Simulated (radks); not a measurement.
Values are calculated unless marked as measured or tabulated.
The terbium ion Tb49+, 16 electrons, occupied as [Ne] 3s2 3p4 (the NIST ground configuration). Code: a radial shooting solver on a logarithmic mesh with Libxc functionals. Model: scalar-relativistic Kohn-Sham, r2SCAN, spin-polarised, spherical densities, finite nucleus; open shells are filled with parallel spins first (spin-orbit coupling, left out, can overturn this in heavy ions); meta-GGA in the generalised Kohn-Sham scheme; Fermi nuclear charge, rms radius 5.06 fm. Some entries of the table are withheld. Estimate them.

orbital  occ.  eigenvalue (eV)  <1/r> (bohr^-1)
1s up       1        -55298.64            73.10
1s down     1        -55289.12            73.10
2s up       1        -11865.26            17.20
2s down     1        -11861.85            17.19
2p up       3        -10930.24            15.98
2p down     3        -10922.54            15.97
3s up       1              (1)              (2)
3s down     1              (3)              (4)
3p up       3        -4379.355            6.534
3p down     1        -4355.118            6.525

Answer. 
(1) 3s up eigenvalue (eV): -4667.453
(2) 3s up <1/r> (bohr^-1): 6.910
(3) 3s down eigenvalue (eV): -4643.706
(4) 3s down <1/r> (bohr^-1): 6.893
